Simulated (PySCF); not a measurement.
Run record: geometry optimisation, `[H][Sn]([H])([H])[H]`.

Computed with PBE0-D3(BJ)/def2-SVP geometry optimisation, gas phase, def2 core potentials past Kr (PySCF 2.14.0). Start geometry: GFN2-xTB. A driver script takes a list of jobs; this job's settings line and coordinates (Å) are shown.

Input:
```
{"job": {"xc": "PBE0", "basis": "def2-SVP", "d3": "d3bj", "grid": 1, "maxiter": 30, "shake": 0.03, "kind": "geom"}, "charge": 0, "multiplicity": 1}
Sn     0.060240    -0.076900     0.012060
H     -0.005040    -0.032050     1.631750
H      1.480090     0.003800    -0.580830
H     -0.680050     1.348850    -0.537720
H     -0.780390    -1.354180    -0.587390
```

Output:
```
step   0  E = -216.64154848  max force = 0.061325
step   1  E = -216.65502347  max force = 0.004461
step   2  E = -216.65546303  max force = 0.001621
step   3  E = -216.65554321  max force = 0.000365
step   4  E = -216.65554433  max force = 0.000094
optimisation converged
```

Energies in Eh; «max force» is the largest Cartesian gradient component in Eh/bohr.

Question: Give the first gradient maximum in eV/Å.

Answer: With 1 Eh/bohr = 51.422 eV/Å, 3.153 eV/Å.

Question: How much energy does the optimisation release, in eV?

Answer: E(step 0) − E(last step) = 0.013996 Eh, which is 0.381 eV.

In short: final energy -216.65554 Eh after 4 steps; dipole 0.00 D.

Question: Give the final coordinates.

Answer: 0.098 Å rms from the input after alignment:
```
atom  x, y, z in Å
Sn1    0.0148   -0.0219   -0.0123
H2     0.0146   -0.0514    1.6983
H3     1.6269   -0.0405   -0.5842
H4    -0.7660    1.3987   -0.5586
H5    -0.8155   -1.3953   -0.6053
```

Hardware: Arm Neoverse V2, one thread, no GPU, shared host with 192 logical CPUs at a one-minute load of 79. Cost: 3.9 s wall, 0.23 GiB resident at most.
Labels such as C1 count atoms from 1, the log's own numbers from 0.
